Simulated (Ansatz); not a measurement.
Potential energy curve for GaH, singlet.

Methods: RKS-PBE = restricted PBE/cc-pVDZ run with Ansatz (an electronic-structure program); UKS-PBE = unrestricted PBE/cc-pVDZ (Ansatz); UKS-B3LYP = unrestricted B3LYP/cc-pVDZ in Ansatz; FCI = Ansatz with full CI/cc-pVDZ, cores with 3d frozen.

Energies relative to the lowest point of each curve near equilibrium, in kJ/mol; the last columns give the error against full CI:

```json
[
 {"R / Å": "1.25", "RKS-PBE": "168.8", "UKS-PBE": "168.8", "UKS-B3LYP": "165.5", "FCI": "169.1", "RKS-PBE − FCI": "-0.3", "UKS-PBE − FCI": "-0.3", "UKS-B3LYP − FCI": "-3.6"},
 {"R / Å": "1.34", "RKS-PBE": "93.7", "UKS-PBE": "93.7", "UKS-B3LYP": "90.7", "FCI": "91.5", "RKS-PBE − FCI": "2.2", "UKS-PBE − FCI": "2.2", "UKS-B3LYP − FCI": "-0.8"},
 {"R / Å": "1.44", "RKS-PBE": "42.5", "UKS-PBE": "42.5", "UKS-B3LYP": "40.1", "FCI": "39.5", "RKS-PBE − FCI": "3.0", "UKS-PBE − FCI": "3.0", "UKS-B3LYP − FCI": "0.6"},
 {"R / Å": "1.53", "RKS-PBE": "16.4", "UKS-PBE": "16.4", "UKS-B3LYP": "14.8", "FCI": "13.9", "RKS-PBE − FCI": "2.5", "UKS-PBE − FCI": "2.5", "UKS-B3LYP − FCI": "0.9"},
 {"R / Å": "1.57", "RKS-PBE": "9.3", "UKS-PBE": "9.3", "UKS-B3LYP": "8.0", "FCI": "7.3", "RKS-PBE − FCI": "2.0", "UKS-PBE − FCI": "2.0", "UKS-B3LYP − FCI": "0.7"},
 {"R / Å": "1.63", "RKS-PBE": "2.7", "UKS-PBE": "2.7", "UKS-B3LYP": "2.0", "FCI": "1.6", "RKS-PBE − FCI": "1.1", "UKS-PBE − FCI": "1.1", "UKS-B3LYP − FCI": "0.4"},
 {"R / Å": "1.68", "RKS-PBE": "0.3", "UKS-PBE": "0.3", "UKS-B3LYP": "0.0", "FCI": "0.0", "RKS-PBE − FCI": "0.3", "UKS-PBE − FCI": "0.3", "UKS-B3LYP − FCI": "0.0"},
 {"R / Å": "1.72", "RKS-PBE": "0.0", "UKS-PBE": "0.0", "UKS-B3LYP": "0.1", "FCI": "0.5", "RKS-PBE − FCI": "-0.5", "UKS-PBE − FCI": "-0.5", "UKS-B3LYP − FCI": "-0.4"},
 {"R / Å": "1.78", "RKS-PBE": "1.8", "UKS-PBE": "1.8", "UKS-B3LYP": "2.5", "FCI": "3.5", "RKS-PBE − FCI": "-1.6", "UKS-PBE − FCI": "-1.6", "UKS-B3LYP − FCI": "-1.0"},
 {"R / Å": "1.81", "RKS-PBE": "3.6", "UKS-PBE": "3.6", "UKS-B3LYP": "4.5", "FCI": "5.9", "RKS-PBE − FCI": "-2.2", "UKS-PBE − FCI": "-2.2", "UKS-B3LYP − FCI": "-1.3"},
 {"R / Å": "1.92", "RKS-PBE": "13.9", "UKS-PBE": "13.9", "UKS-B3LYP": "15.8", "FCI": "18.3", "RKS-PBE − FCI": "-4.4", "UKS-PBE − FCI": "-4.4", "UKS-B3LYP − FCI": "-2.5"},
 {"R / Å": "2.07", "RKS-PBE": "34.4", "UKS-PBE": "34.4", "UKS-B3LYP": "37.5", "FCI": "41.4", "RKS-PBE − FCI": "-7.0", "UKS-PBE − FCI": "-7.0", "UKS-B3LYP − FCI": "-3.9"},
 {"R / Å": "2.27", "RKS-PBE": "67.2", "UKS-PBE": "67.2", "UKS-B3LYP": "72.0", "FCI": "76.8", "RKS-PBE − FCI": "-9.6", "UKS-PBE − FCI": "-9.6", "UKS-B3LYP − FCI": "-4.8"},
 {"R / Å": "2.54", "RKS-PBE": "113.7", "UKS-PBE": "113.7", "UKS-B3LYP": "120.7", "FCI": "124.4", "RKS-PBE − FCI": "-10.7", "UKS-PBE − FCI": "-10.7", "UKS-B3LYP − FCI": "-3.7"},
 {"R / Å": "2.77", "RKS-PBE": "151.3", "UKS-PBE": "151.3", "UKS-B3LYP": "160.3", "FCI": "160.5", "RKS-PBE − FCI": "-9.2", "UKS-PBE − FCI": "-9.2", "UKS-B3LYP − FCI": "-0.2"},
 {"R / Å": "2.99", "RKS-PBE": "184.0", "UKS-PBE": "184.0", "UKS-B3LYP": "193.0", "FCI": "189.7", "RKS-PBE − FCI": "-5.8", "UKS-PBE − FCI": "-5.8", "UKS-B3LYP − FCI": "3.2"},
 {"R / Å": "3.39", "RKS-PBE": "233.6", "UKS-PBE": "226.7", "UKS-B3LYP": "230.9", "FCI": "228.3", "RKS-PBE − FCI": "5.2", "UKS-PBE − FCI": "-1.6", "UKS-B3LYP − FCI": "2.6"},
 {"R / Å": "3.65", "RKS-PBE": "259.3", "UKS-PBE": "243.0", "UKS-B3LYP": "246.3", "FCI": "244.2", "RKS-PBE − FCI": "15.0", "UKS-PBE − FCI": "-1.2", "UKS-B3LYP − FCI": "2.1"},
 {"R / Å": "4.20", "RKS-PBE": "299.6", "UKS-PBE": "262.8", "UKS-B3LYP": "266.1", "FCI": "261.4", "RKS-PBE − FCI": "38.3", "UKS-PBE − FCI": "1.4", "UKS-B3LYP − FCI": "4.7"},
 {"R / Å": "4.54", "RKS-PBE": "317.1", "UKS-PBE": "269.4", "UKS-B3LYP": "273.0", "FCI": "265.6", "RKS-PBE − FCI": "51.5", "UKS-PBE − FCI": "3.8", "UKS-B3LYP − FCI": "7.4"},
 {"R / Å": "5.04", "RKS-PBE": "335.4", "UKS-PBE": "274.1", "UKS-B3LYP": "279.1", "FCI": "268.1", "RKS-PBE − FCI": "67.2", "UKS-PBE − FCI": "6.0", "UKS-B3LYP − FCI": "11.0"},
 {"R / Å": "5.91", "RKS-PBE": "353.3", "UKS-PBE": "274.9", "UKS-B3LYP": "282.9", "FCI": "269.2", "RKS-PBE − FCI": "84.1", "UKS-PBE − FCI": "5.7", "UKS-B3LYP − FCI": "13.6"},
 {"R / Å": "6.65", "RKS-PBE": "360.6", "UKS-PBE": "275.0", "UKS-B3LYP": "283.2", "FCI": "269.4", "RKS-PBE − FCI": "91.3", "UKS-PBE − FCI": "5.6", "UKS-B3LYP − FCI": "13.9"}
]
```

RKS-PBE is furthest from FCI at 6.65 (91.3 kJ/mol, above); its mean absolute error over the points is 18.0 kJ/mol.

UKS-PBE is furthest from FCI at 2.54 (-10.7 kJ/mol, below); its mean absolute error over the points is 3.8 kJ/mol.

UKS-B3LYP is furthest from FCI at 6.65 (13.9 kJ/mol, above); its mean absolute error over the points is 3.6 kJ/mol.

The restricted form behind RKS-PBE keeps the bonding electrons paired and can't separate into open-shell fragments. The unrestricted determinant behind UKS-PBE is spin-contaminated at 3.39 to 6.65 Å (<S²> up to 1.0, against 0.00 for a pure singlet). The unrestricted determinant behind UKS-B3LYP is spin-contaminated at 2.99 to 6.65 Å (<S²> up to 1.0, against 0.00 for a pure singlet). Also computed but left out beside FCI, since their determinant holds another spin at the minimum (<S²> over 0.7 above the pure value): UHF/STO-3G.
